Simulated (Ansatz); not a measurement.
Correlation energies of C2H5AlO (`O/C=[CH]\[AlH2]`) by basis set

```json
{"atom": "O1", "x (Å)": "1.634", "y (Å)": "-0.069", "z (Å)": "0.914"}
{"atom": "C2", "x (Å)": "0.760", "y (Å)": "-0.975", "z (Å)": "0.453"}
{"atom": "C3", "x (Å)": "-0.392", "y (Å)": "-0.735", "z (Å)": "-0.197"}
{"atom": "Al4", "x (Å)": "-1.030", "y (Å)": "1.023", "z (Å)": "-0.604"}
{"atom": "H5", "x (Å)": "1.313", "y (Å)": "0.822", "z (Å)": "0.708"}
{"atom": "H6", "x (Å)": "1.119", "y (Å)": "-1.977", "z (Å)": "0.682"}
{"atom": "H7", "x (Å)": "-0.937", "y (Å)": "-1.633", "z (Å)": "-0.475"}
{"atom": "H8", "x (Å)": "-0.085", "y (Å)": "2.218", "z (Å)": "-0.112"}
{"atom": "H9", "x (Å)": "-2.382", "y (Å)": "1.324", "z (Å)": "-1.368"}
```

Total charge 0; spin multiplicity 1. The structure was optimised at the PBE0-D4/def2-TZVP level. It is one conformer, not always the lowest. Frozen core, restricted reference, Ansatz 0.2.0. CBS rows extrapolate triple and quadruple zeta; past MP2 they add the triple-zeta difference.

| basis | HF (Eh) | MP2 corr. | CCSD corr. | (T) | CCSD(T) total |
| --- | --- | --- | --- | --- | --- |
| def2-SVP | -395.19939 | -0.51511 | ? | -0.01738 | ? |
| def2-TZVPP | -395.46442 | -0.64266 | ? | ? | ? |
| def2-QZVPP | -395.47860 | -0.68876 | – | – | – |
| CBS(def2) | -395.48055 | -0.72290 | ? | as TZ | ? |

Task: Fill in the withheld values. (An estimate is asked.)

Result: Computed: def2-SVP CCSD corr.: -0.55359; def2-SVP CCSD(T) total: -395.77036; def2-TZVPP CCSD corr.: -0.67390; def2-TZVPP (T): -0.02808; def2-TZVPP CCSD(T) total: -396.16640; CBS(def2) CCSD corr.: -0.75414; CBS(def2) CCSD(T) total: -396.26277.
